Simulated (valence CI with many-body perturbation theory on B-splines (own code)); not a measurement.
Ru38+: fill in the table

Method: valence CI with perturbative core correlation (CI+MBPT): four valence electrons over a frozen Dirac-Fock core [He], radial functions for each j: 11 s, 11 p, 9 d, 7 f, 5 g, 2 h, 1 i, with the one-electron correlation potential Σ1, the two-electron term Σ2, the three-electron term Σ3, Breit, model QED; selected CI, second order for the rest (own B-spline code, finite nucleus).

The last digits are not significant, and no measured levels were compared; by estimate large intervals hold to a few tenths of a per cent, small ones and those within an open d or f shell to about a per cent. Among the levels kept, up to 260 cm⁻¹ of a level comes from second order outside the variational space, and about a tenth of that is noise between levels of different J, which matters for small intervals.

| Level | E (eV) |
| --- | --- |
| (2s^2 2p1/2^2) J=0 | 0.00 |
| (2s^2 2p1/2 2p3/2) J=1 | 128.89 |
| (2s^2 2p1/2 2p3/2) J=2 | 141.87 |
| (2s 2p1/2^2 2p3/2) J=2 | 265.01 |
| (2s^2 2p3/2^2) J=2 | ? |
| (2s^2 2p3/2^2) J=0 | 310.84 |
| (2s 2p1/2^2 2p3/2) J=1 | ? |
| (2s 2p1/2 2p3/2^2) J=2 [a] | 389.06 |
| (2s 2p1/2 2p3/2^2) J=3 | 415.53 |
| (2s 2p1/2 2p3/2^2) J=0 | 443.15 |
| (2s 2p1/2 2p3/2^2) J=1 [a] | 453.26 |
| (2s 2p1/2 2p3/2^2) J=2 [b] | ? |
| (2s 2p1/2 2p3/2^2) J=1 [b] | ? |
| (2s 2p3/2^3) J=2 | 576.76 |
| (2p1/2^2 2p3/2^2) J=2 | ? |
| (2s 2p3/2^3) J=1 | 620.49 |
| (2p1/2^2 2p3/2^2) J=0 | ? |
| (2p1/2 2p3/2^3) J=1 | 752.18 |
| (2p1/2 2p3/2^3) J=2 | 766.42 |
| (2p3/2^4) J=0 | 920.66 |

Levels are named by their leading jj configuration (3d3/2^4 stands for four electrons in 3d with j = 3/2), which in mixed levels can hold well under half, so a name can repeat and another be missing. Letters in brackets count levels of one name in rising energy.

Question: The levels stand in rising order. What does the calculation give for the missing energies?

Answer: (2s^2 2p3/2^2) J=2 279.99; (2s 2p1/2^2 2p3/2) J=1 315.18; (2s 2p1/2 2p3/2^2) J=2 [b] 463.03; (2s 2p1/2 2p3/2^2) J=1 [b] 468.73; (2p1/2^2 2p3/2^2) J=2 616.22; (2p1/2^2 2p3/2^2) J=0 650.07.
